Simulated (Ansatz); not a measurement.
`F[CH2][GeH2][SH]` + H₂S → `[SH][GeH2][SH]` + fluoromethane  (ligand exchange at a Ge–C bond)

Calculated with Ansatz (gas phase, PBE0-D4/def2-TZVP geometries, no zero-point term in ΔE). CBS: MP2 limit from def2 TZ/QZ plus the TZ coupled-cluster correction, frozen cores. This one scheme is used for every species. For Ge outer-core shells are correlated without core-valence functions, which leaves a few kJ/mol of doubt a bond. Scalar relativity is left out up to krypton. One conformer a species, not always the lowest.

```csv
species,CCSD(T)/CBS(def2) energy (Eh)
`F[CH2][GeH2][SH]`,-2614.74345
H₂S,-398.97279
`[SH][GeH2][SH]`,-2874.10944
`CF`,-139.63461
```

(1) Work out ΔE.

Largest T1 diagnostic among the species: 0.011.

Results:

(1) ΔE = (-2874.10944) + (-139.63461) − (-2614.74345) − (-398.97279) = -0.02781 Eh = -0.76 eV.

In def2-TZVPP, CCSD(T) changes the Hartree–Fock value by +0.11 eV (the triples alone add −0.00 eV) and MP2 by +0.06 eV.
